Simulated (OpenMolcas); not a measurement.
# Te2+: from CASSCF to CASPT2

| Item | Value |
| --- | --- |
| Program | OpenMolcas 26.06 |
| Basis | ANO-R1 [6s5p3d1f] |
| Scalar Hamiltonian | X2C, finite nucleus |
| Active space | 2 electrons in 3 orbitals (5p) |
| State averaging | 2S+1 = 3 even, 3 roots; 2S+1 = 1 even, 6 roots |
| Spin-orbit coupling | state interaction with AMFI integrals over the reference wave functions, term energies averaged over their components |

Methods on the same reference wave functions:
A. CASSCF
B. SS-CASPT2, IPEA 0.25 Eh, imaginary shift 0.1 Eh (closed shells correlated: 4d 5s)

Energies in cm⁻¹ above 5s² 5p² ³P₀, the measured ground level; measured values from the list in Zhang, Palmeri, Quinet and Biemont, Astron. Astrophys. 551, A136 (2013).

| Level | A | B | Measured |
| --- | --- | --- | --- |
| 5s² 5p² ³P₀ | 0.0 | 0.0 | 0.0 |
| 5s² 5p² ³P₁ | 4176 | 4330 | 4757 |
| 5s² 5p² ³P₂ | 7999 | 8020 | 8167 |
| 5s² 5p² ¹D₂ | 18896 | 18230 | 17360 |
| 5s² 5p² ¹S₀ | 35076 | 32250 | 30398 |

Deviations, from unrounded energies. A percentage is the sum of absolute deviations over the sum of measured energies, with the sign that they share, or ± where signs differ.

```tsv
Against measurement	Levels	A	B
mean absolute deviation (cm-1)	4	1700	820
fine structure of the ground term (%)	2	-5.8	-4.4
other terms of the ground configuration (%)	2	+13.0	+5.7
```

B lies closest to measurement on these levels. The largest miss of B in the table is 5s² 5p² ¹S₀, by +1900 cm-1. The ranking rests on the paired levels alone, and a cruder setting can come out closer through cancelling errors.

From A to B the spin-free energies of the other terms of 5s² 5p² shown, above ³P, scale by factors of 0.88 to 0.91.

The lowest spin-free term lies below A's lowest term by 0.377 hartree in B.

Term energies are means over components that CASPT2 splits; among the terms shown or strongly mixed into the levels shown the widest spread is 98 cm-1 (5s² 5p² ¹D, B). With the s shell closed, the reference lacks s² → p² mixing. Computed and measured levels are paired by configuration, term and J; levels that our copy of the source lacks, or whose pairing is in doubt (as where it misses far off the trend of its configuration), stay unpaired and out of the deviations. Levels of configurations outside the active space are missing.
